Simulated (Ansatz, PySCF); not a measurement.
Input for PySCF:
```python
from pyscf import gto, scf, dft

mol = gto.M(
    atom='''
Mg   -0.000000   -0.000000   -0.741648
F     0.000000    0.000000    0.988863
''',
    basis='cc-pvdz',
    charge=0,
    spin=1,
    verbose=4,
)

mf = dft.UKS(mol)
mf.xc = 'blyp'
mf.grids.atom_grid = (99, 590)
mf.grids.prune = None
mf.kernel()
```

Question: Give the equivalent Ansatz (a first-principles code) input.

Answer: One answer among several that fit: 
Ansatz 0.2 input:
```yaml
crystal:
  periodic: [false, false, false]
  atoms:
    - {symbol: Mg, position_ang: [-0.00000000, -0.00000000, -0.74164751]}
    - {symbol: F, position_ang: [0.00000000, 0.00000000, 0.98886335]}
basis:
  gaussian:
    orbitals: cc-pVDZ
hamiltonian:
  xc: blyp
magnetization: {spin_polarized: true, initial_magnetization: 1}
accuracy: high
```

Both were run: PySCF gave -299.952873 Eh and Ansatz -299.952682 Eh, 0.190 mEh apart.
